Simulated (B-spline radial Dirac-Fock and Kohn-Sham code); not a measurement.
Photoelectron lines of W at 60 eV

System: atomic tungsten in the configuration [Xe] 4f14 5d4 6s2.

Model: a relativistic central-field model (Hartree-Slater potential of the initial state, Latter tail, multipole expansion of the photon field, Dirac-Fock thresholds). Program: a radial atomic solver. The asymmetry parameter β is from the dipole term alone. Kinetic energies are from the vacuum level. Open shells are spread statistically over j, without multiplet splitting.

```tsv
subshell	electrons	binding (eV)	kinetic (eV)	σ (kb)	β
4f5/2	6	40.91	19.09	351	1.46
4f7/2	8	38.78	21.22	514	1.55
5p1/2	2	56.54	3.46	1950	1.69
5p3/2	4	46.77	13.23	?	?
5d3/2	1.6	7.94	52.06	976	1.14
5d5/2	2.4	7.29	52.71	1250	1.29
6s	2	6.90	53.10	43.1	1.42
```

Question: What are σ and β for 5p3/2?

Answer: σ = 2610 kb, the largest of all subshells and 34 % of the total, and β = 1.99.

At such low photon energies correlation between channels can change these cross sections by tens of per cent.

Values without a named source are computed, but for edge energies of neutral atoms, which are taken from tables.
